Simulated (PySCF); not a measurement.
I2. Atoms are numbered in the order given.

```xyz
2

I      0.0000     0.0000    -1.3473
I      0.0000     0.0000     1.3473
```

Coordinates come from a B3LYP-D3(BJ)/def2-TZVP optimisation. The def2 effective core potentials stand for the cores of I; spin–orbit coupling is left out.

All values below come from TDDFT-PBE/def2-TZVPD (PySCF).

Vertical excitations; the highest root listed may be one member of a degenerate set.  State labels are in the subgroup D2h.

Computed UV-visible absorptions:
| state | symmetry | energy (eV) | λ (nm) | f | main pairs |
|---|---|---|---|---|---|
| S1 | B2u | 2.03 | 612 | 0.002 | HOMO→LUMO (degenerate set) |
| S2 | B3u | 2.03 | 612 | 0.002 | HOMO−1→LUMO (degenerate set) |
| S3 | B3g | 3.56 | 348 | 0.000 | HOMO−3→LUMO (degenerate set) |
| S4 | B2g | 3.56 | 348 | 0.000 | HOMO−2→LUMO (degenerate set) |
| S5 | B3g | 6.15 | 202 | 0.000 | HOMO→LUMO+1 (degenerate set) |
| S6 | B2g | 6.15 | 202 | 0.000 | HOMO−1→LUMO+1 (degenerate set) |
| S7 | B2u | 6.49 | 191 | 0.051 | HOMO→LUMO+2 (degenerate set) |
| S8 | B3u | 6.49 | 191 | 0.051 | HOMO−1→LUMO+2 (degenerate set) |
| S9 | B1u | 6.56 | 189 | 0.408 | HOMO−4→LUMO 68 % |
| S10 | Au | 6.75 | 184 | 0.000 | HOMO→LUMO+4 50 %, HOMO−1→LUMO+3 50 % |
| T1 | B2u | 1.48 | 839 | 0 | HOMO→LUMO (degenerate set) |
| T2 | B3u | 1.48 | 839 | 0 | HOMO−1→LUMO (degenerate set) |
| T3 | B3g | 3.01 | 412 | 0 | HOMO−3→LUMO (degenerate set) |
| T4 | B2g | 3.01 | 412 | 0 | HOMO−2→LUMO (degenerate set) |
Triplets are in the Tamm–Dancoff approximation, which puts them higher than full response would, so one can lie above its singlet here.
